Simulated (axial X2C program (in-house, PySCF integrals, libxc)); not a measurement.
HfS⁻ along the bond: PBE0, two-component

Computed with an axial X2C code built on PySCF integrals. Two-component (2c) means X2C with spin–orbit coupling and atomic mean-field two-electron Coulomb and Gaunt terms. Basis: Hf dyall-acv3z [14s15p10d7f4g], S dyall-av3z [9s8p3d2f] (cores contracted in-house); Gaussian nuclei, density fitting, unrestricted open shells. Masses: Hf 179.947 u, S 31.972 u.

State: Ω = 3/2 (⟨Sz⟩ = -0.48, ⟨Lz⟩ = 1.98 at PBE0). Dipoles are positive if S is the positive end and refer to the centre of mass.

```tsv
R (Å)	μ (D)	HOMO (eV)	LUMO (eV)
2.112	-2.428	0.57	1.85
2.180	-2.896	0.43	1.85
2.247	-3.385	0.29	1.85
2.326	-3.975	0.12	1.85
2.404	-4.578	-0.04	1.84
2.505	-5.362	-0.24	1.83
```

(1) The minimum lies at 2.241 Å. What is the dipole moment there?

The state is a single determinant with fixed occupations, the lowest that a limited PBE0 search found. Density functionals use the spin component along the axis (collinear). PBE0 can misorder states that lie within some tenths of an eV, so this need not be the ground state of the molecule. The nearest other 2c determinant of the search, Ω = 1/2, lies 0.27 eV up at the distance of the search. Without a current term, density functionals place determinants with orbital angular momentum somewhat too high. The highest occupied level of some functionals is positive through self-interaction error; at Hartree–Fock it is bound. The determinant is spin-polarised beyond a pure state at some levels (its spin-free form has ⟨S²⟩ too high), which makes Re and μ there less reliable. The LUMO of an anion is an unbound level whose energy the basis sets.

Results:

(1) At PBE0, 2c, with the sign and origin stated: μ = -3.34 D.
